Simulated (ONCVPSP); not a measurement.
**What one change does to a pseudopotential (rubidium (Rb), ONCV)**

| Item | Value |
| --- | --- |
| Element | Rb (Z = 37) |
| Generator | ONCVPSP 4.0.1 |
| Type | optimised norm-conserving Vanderbilt (ONCV) |
| Functional | PBE |
| Relativity | scalar-relativistic |
| Frozen core | [Ar] 3d10 |
| Valence charge | 9 |
| Reference configuration | 4s2 4p6 5s0.5 (charge +0.5) |
| Partial waves | 4s+5s: rc 2.65 bohr, ncon 4, nbas 7, qcut 5.2 1/bohr, 2 projectors; 4p: rc 1.65 bohr, ncon 4, nbas 8, qcut 5.8 1/bohr, 2 projectors, debl 2 Ha; d scattering state at 0.07 Ha: rc 2.65 bohr, ncon 4, nbas 8, qcut 3.7 1/bohr, 1 projector |
| Local potential | polynomial inside 1.45 bohr (lpopt 1, dvloc0 -1 Ha) |
| Core correction | none |

In the d channel the program set the typed energies aside and used 0.050 Ha.

Change: s: qcut 3.3.

Cutoffs: the cutoffs (Ha) at which the residual kinetic energy of the hardest occupied pseudo-wave falls to 1 and 0.1 mHa per electron; they do not see the model core or the augmentation charge, which bear on the density cutoff. Errors are all-electron minus pseudo energies relative to the spin-unpolarised reference configuration.

Task: Predict the effect on cutoff, ghosts and configuration errors.

Result: The potential gets neither clearly harder nor softer (14 Ha and 27 Ha → 14 Ha and 27 Ha); the p channel sets the loose cutoff, while the largest relative change is in s, which becomes softer; of the 4 tests that both files solve, the error grows in 1 and shrinks in 0 by more than 15 % and 0.3 meV (median size 0.1 → 0.1 meV); neither file shows a bound ghost.

```tsv
quantity	base	changed
cutoff, loose	14 Ha	14 Ha
cutoff, tight	27 Ha	27 Ha
loose cutoff by channel	s 6.4 Ha, p 14 Ha	s 3.4 Ha, p 14 Ha
bound ghosts	none	none
GHOST(+) flags under 300 eV	none	none
error for 4s2 4p6 5s1, meV [ΔE -1.58 eV]	+0.1	0.0
error for 4s2 4p6 5s0, meV [ΔE 2.58 eV]	-0.1	-0.2
error for 4s2 4p6 5s0 5p1, meV [ΔE -0.06 eV]	+0.1	+0.1
error for 4s2 4p5 5s1, meV [ΔE 19.56 eV]	-0.4	+3.0
s: phases at 2.70 bohr within 0.05 rad from the reference energy up to (Ha; the scan ends near 5)	2.6	1.9
p: phases at 1.67 bohr within 0.05 rad from the reference energy up to (Ha; the scan ends near 5)	4.4	4.4
d: phases at 2.70 bohr within 0.05 rad from the reference energy up to (Ha; the scan ends near 5)	1.3	1.3
```
